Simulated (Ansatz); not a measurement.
cyclo-(SnH2)3 (Sn3H6). Total charge 0; triplet. Geometry PBE0-D4/def2-SVP, that of the neutral singlet; atoms count from 1.

```xyz
9

Sn   -1.516    0.569   -0.116
H    -2.181    1.785    0.894
H    -2.645    0.103   -1.320
Sn    0.312   -1.299    0.922
H     0.222   -2.924    0.382
H     0.685   -1.241    2.595
Sn    1.205    0.731   -0.807
H     1.727    0.297   -2.382
H     2.190    1.981   -0.169
```

In the def2 sets Sn takes a core potential; there is no spin–orbit coupling. At PBE0-D4/def2-TZVP a singlet of charge 0 lies 3.48 eV below the triplet at the same geometry.

**Question.** Estimate the Mulliken populations from the PBE0/def2-TZVP orbitals of Ansatz.

**Answer.** 
```tsv
atom	charge (e)	spin (α − β)
Sn1	0.07	0.69
H2	-0.05	0.08
H3	-0.05	0.08
Sn4	0.03	0.22
H5	0.00	0.05
H6	0.00	0.05
Sn7	0.10	0.65
H8	-0.05	0.10
H9	-0.05	0.10
```
Mulliken values depend strongly on the basis.

**Question.** Where does the spin sit?

**Answer.** Summed by element: Sn 1.55, H 0.45, of 2 unpaired in all. Largest on single atoms: Sn1 0.69, Sn7 0.65, Sn4 0.22.

**Question.** And the Mayer bond orders between heavy atoms (over 0.3)?

**Answer.** Sn1–Sn4 0.91 (2.81 Å); Sn4–Sn7 0.91 (2.81 Å).
